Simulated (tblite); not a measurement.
Problem. What does the GFN2-xTB structure of `COC[C@@H]1C=C[C@H]1NC=O` look like in three dimensions?

Solution. 
```
atom  x, y, z in Å
C1    -3.380    0.949    0.612
O2    -2.193    1.068   -0.127
C3    -1.176    0.204    0.326
C4     0.049    0.385   -0.557
C5     0.052   -0.320   -1.892
C6     1.125   -1.057   -1.623
C7     1.282   -0.517   -0.222
N8     2.512    0.154    0.098
C9     3.119    0.017    1.292
O10    2.734   -0.682    2.194
H11   -4.078    1.675    0.200
H12   -3.804   -0.059    0.525
H13   -3.210    1.167    1.674
H14   -0.915    0.440    1.371
H15   -1.519   -0.842    0.288
H16    0.288    1.448   -0.617
H17   -0.619   -0.241   -2.726
H18    1.697   -1.788   -2.164
H19    1.097   -1.236    0.580
H20    2.888    0.782   -0.594
H21    4.041    0.626    1.358
```

Any rigid rotation of these coordinates is as good. Atoms count from 1 in this order. The 4-membered ring C4–C5–C6–C7 has internal angles of 85.4° to 94.7°; it is almost planar, 0.01 Å rms from its mean plane, widest ring torsion 2°. The 3 C–O bonds span 1.205 Å (C9=O10, drawn double) to 1.409 Å (O2–C3, drawn single), a spread of 0.204 Å. The 2 C–N bonds span 1.347 Å (N8–C9, drawn single) to 1.437 Å (C7–N8, drawn single), a spread of 0.090 Å. N8 (amide nitrogen) is planar (angles 122.4°, 120.2° and 117.3°, sum 359.9°, 0.02 Å off the plane of its three neighbours).

Bonds between heavy atoms (Å): C1–O2 1.403, O2–C3 1.409, C3–C4 1.522, C4–C5 1.509, C5=C6 1.329, C6–C7 1.509, C7–N8 1.437, N8–C9 1.347, C9=O10 1.205, C4–C7 1.564.

The geometry is computed with GFN2-xTB (gas phase).

Point group: C1 (no symmetry element, even within 0.4 Å). Its GFN2-xTB frequencies are all real (lowest 31 cm⁻¹). The numbers are those of one conformer (C1–O2–C3–C4 179°, O2–C3–C4–C5 -80°, C6–C7–N8–C9 -141°, C7–N8–C9–O10 2°). 3 starts were optimised and ended at 0.00, 0.03 and 0.21 kcal/mol (GFN2-xTB); the lowest of these is shown.

Time: 0.82 s. Hardware: one thread, Arm Neoverse V1 (aarch64), shared host with 32 logical CPUs at a one-minute load of 13. These figures are those of the optimisation.
